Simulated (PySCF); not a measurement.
Distorted geometries of Hg2H4

Hg2H4 (singlet; a saddle point, relaxed within its symmetry). PySCF 2.14.0, RKS B3LYP, Hg def2-SVP with ECP60, H def2-SVP; non-relativistic Hamiltonian with scalar-relativistic core potentials where named; density fitting; no spin-orbit coupling. Relaxed geometry:

```xyz
6

Hg   -0.6485    0.0000    1.9732
Hg    0.6485    0.0000   -1.9732
H     1.6048    0.0000   -0.6060
H    -1.6048    0.0000    0.6060
H     0.2926    0.0000    3.3429
H    -0.2926    0.0000   -3.3429
```

**Question.** Order these distorted geometries by energy above the relaxed one, lowest first.
A.
```xyz
6

Hg   -0.6510   -0.0085    1.9643
Hg    0.6890    0.0103   -2.0184
H     1.6104    0.0151   -0.5842
H    -1.6280   -0.0045    0.6107
H     0.2930   -0.0212    3.3922
H    -0.3134    0.0088   -3.3645
```
B.
```xyz
6

Hg   -0.6007    0.0275    2.0112
Hg    0.6504   -0.0188   -1.9269
H     1.5852   -0.0136   -0.6168
H    -1.5673    0.0871    0.6783
H     0.2178   -0.0930    3.3106
H    -0.2854    0.0108   -3.4564
```
C.
```xyz
6

Hg   -0.6262    0.0531    1.9474
Hg    0.7040   -0.0583   -1.9967
H     1.6703   -0.0557   -0.5304
H    -1.6993    0.0499    0.5679
H     0.2793   -0.0049    3.3641
H    -0.3281    0.0159   -3.3523
```

**Answer.** A (0.04 eV), C (0.13 eV), B (0.27 eV).

**Question.** Which forces (eV/Å) act in the one that lies 0.27 eV up?

**Answer.** 
```
Hg  -1.18 -0.02 -1.45
Hg  -1.02  0.09 -1.95
H    0.40 -0.04  0.74
H   -0.16  0.11 -0.43
H    1.34 -0.09  1.88
H    0.62 -0.05  1.21
```
Forces carry noise of the integration grid, about 0.01 to 0.03 eV/Å.
